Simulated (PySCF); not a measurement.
Match the calculated data to a structure.

All candidates are C8H8.

- Polarisability: 77.9 au [CAM-B3LYP/def2-SVPD]
- Rotational structure: rotational constants A, B, C: 2.976, 2.869, 2.868 GHz [GFN2-xTB]
- Triplet: lowest triplet excitation (Tamm–Dancoff): 3.60 eV [TDA CAM-B3LYP/def2-SVPD]
- 1H NMR: chemical shifts (computed TMS as zero) by class: 7.13 (6 H), 4.77 (2 H) ppm [GIAO PBE0/pcSseg-1]
- 13C NMR: chemical shifts (computed TMS as zero) by class: 149.9 (6 C), 53.8 (2 C) ppm [GIAO PBE0/pcSseg-1]
- Couplings: largest of the computed one-bond spin–spin couplings (means over like bonds): 13C–1H +180.1 (×6), 13C–1H +146.2 (×2), 13C–13C +94.8 (×3), 13C–13C +36.2 (×6) Hz [B3LYP/pcJ-1, spin–dipole term left out]

Gas-phase values; electronic properties from PySCF, density fitting. Levels stand in brackets. Geometry: GFN2-xTB; no solvent, vibrations or thermal averaging. NMR values are class means; diastereotopic atoms form classes of their own.

Problem. Which candidate is it?
A. `C#CC#CCCC=C`
B. `C#CC(=C)[C@@H]1[C@@H]2C[C@@H]21`
C. `C1=CC2C=CC1C=C2`

Solution. C. It is `C1=CC2C=CC1C=C2`. Numbering: `[CH:1]1=[CH:2][C@H:3]2[CH:4]=[CH:5][C@@H:6]1[CH:7]=[CH:8]2`. Its formula, C8H8, gives 5 degrees of unsaturation: 2 rings and 3 π bonds in the structure found. 8 carbons fall into 2 classes; from least to most shielded: alkene CH carbon [C1/C2/C4/C5/C7/C8] (149.9 ppm, 6 C), sp3 carbon at a ring junction [C3/C6] (53.8 ppm, 2 C). Hydrogen classes from least to most shielded: 6 H on 6 alkene CH carbons, C1/C2/C4/C5/C7/C8 (7.13 ppm), 2 H on 2 like atoms (sp3 carbon at a ring junction), C3/C6 (4.77 ppm). The couplings run between: +180.1 Hz, alkene CH carbon [C1] and its hydrogen (with 5 like pairs); +146.2 Hz, sp3 carbon at a ring junction [C3] and its hydrogen (with 1 like pair); +94.8 Hz, alkene CH carbon [C1] and alkene CH carbon [C2] (with 2 like pairs); +36.2 Hz, alkene CH carbon [C1] and sp3 carbon at a ring junction [C6] (with 5 like pairs). The optimised geometry has point group D3h and is a prolate symmetric top (the spread among constants that symmetry makes equal is optimisation noise).

The others, at the same levels:
- `C#CC#CCCC=C` fails: it has 8 carbon classes against 2; its computed 13C shifts are 146.3 (1 C), 123.2 (1 C), 81.8 (1 C), 74.3 (1 C), 73.5 (1 C), 71.1 (1 C), 40.8 (1 C), 23.2 (1 C) ppm and 1H shifts are 6.04 (1 H), 5.51 (1 H), 5.34 (1 H), 2.44 (2 H), 2.37 (2 H), 1.17 (1 H) ppm.
- `C#CC(=C)[C@@H]1[C@@H]2C[C@@H]21` fails: it has 7 carbon classes against 2; its computed 13C shifts are 134.1 (1 C), 130.4 (1 C), 89.2 (1 C), 86.8 (1 C), 51.4 (1 C), 27.7 (1 C), 6.9 (2 C) ppm, 1H shifts are 5.97 (1 H), 5.65 (1 H), 2.79 (1 H), 2.58 (1 H), 2.01 (2 H), 1.34 (1 H), 0.96 (1 H) ppm and static isotropic polarisability is 87.0 au (against 77.9 au).

Each candidate is one conformer, not necessarily the lowest. The conformers computed, where there is a choice (atom-mapped SMILES and torsion angles):
- `[CH:1]#[C:2][C:3]#[C:4][CH2:5][CH2:6][CH:7]=[CH2:8]`: C4–C5–C6–C7 -179°, C5–C6–C7–C8 -118°
- `[CH:1]#[C:2][C:3](=[CH2:4])[C@@H:5]1[C@@H:6]2[CH2:7][C@H:8]12`: C2–C3–C5–C6 153°
